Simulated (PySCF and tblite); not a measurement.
The numbers below are computed, except where a source is named.
C8H8S, numbered as in [CH2:1]=[CH:2][c:3]1[cH:4][cH:5][cH:6][cH:7][c:8]1[SH:9].

The ensemble was built from 150 distance-geometry starts (ETKDG, MMFF94s, GFN2-xTB) and rests on GFN2-xTB geometries. Free energies are PBE0-D3(BJ)/pcSseg-1 single points with GFN2-xTB rigid-rotor and vibrational terms (modes under about 100 cm⁻¹ blended into free rotors). Symmetry numbers and mirror images are counted. Conformers within 2.5 kcal/mol (GFN2-xTB free energy) were kept, 4 at most. Of two unlike H on one atom, a is the less shielded (PBE0/pcSseg-1). Run with PySCF (density fitting) and tblite.

An NOE distance is ⟨r⁻⁶⟩^(−1/6) over all pairs of like atoms and, for the average, over conformers.

Torsions listed: C1–C2–C3–C4, C3–C8–S9–H9. Of a mirror pair one member is shown.

| conformer | shape | weight % |
| --- | --- | --- |
| 1 | 39°, 19° | 56.8 |
| 2 | 24°, -179° | 43.2 |

Problem. Which H–H contacts under 3.5 Å would NOEs report (pairs on one atom left out) at 298.15 K?

Solution. 
```json
{"pair": "H1a ··· H4", "in 1 (Å)": "2.39", "in 2 (Å)": "2.23", "average (Å)": "2.31"}
{"pair": "H2 ··· H9", "in 1 (Å)": "2.15", "in 2 (Å)": "3.84", "average (Å)": "2.36"}
{"pair": "H1b ··· H2", "in 1 (Å)": "2.43", "in 2 (Å)": "2.42", "average (Å)": "2.42"}
{"pair": "H4 ··· H5", "in 1 (Å)": "2.46", "in 2 (Å)": "2.46", "average (Å)": "2.46"}
{"pair": "H6 ··· H7", "in 1 (Å)": "2.47", "in 2 (Å)": "2.45", "average (Å)": "2.46"}
{"pair": "H5 ··· H6", "in 1 (Å)": "2.48", "in 2 (Å)": "2.47", "average (Å)": "2.48"}
{"pair": "H7 ··· H9", "in 1 (Å)": "3.92", "in 2 (Å)": "2.21", "average (Å)": "2.52"}
{"pair": "H1a ··· H2", "in 1 (Å)": "3.06", "in 2 (Å)": "3.06", "average (Å)": "3.06"}
```

Longer pairs under the limit may be missing.

Problem. In a model where alignment follows shape alone (order matrix 0.001 × (3G/tr G − 1)/2, G the second moments of the atom positions; splitting J + 2D), what are the one-bond C–H dipolar couplings D?

Solution. H1b -9.9 Hz (-10.6 in conformer 1), H1a 1.9 Hz (3.1 in conformer 1), H2 1.4 Hz (2.5 in conformer 1), H4 -4.8 Hz (-3.7 in conformer 1), H5 -1.8 Hz (-2.0 in conformer 1), H6 -10.5 Hz (-11.1 in conformer 1), H7 -4.8 Hz (-3.6 in conformer 1).

The minima are those of GFN2-xTB; planar forms about aryl–S or allylic bonds may be saddles in DFT.
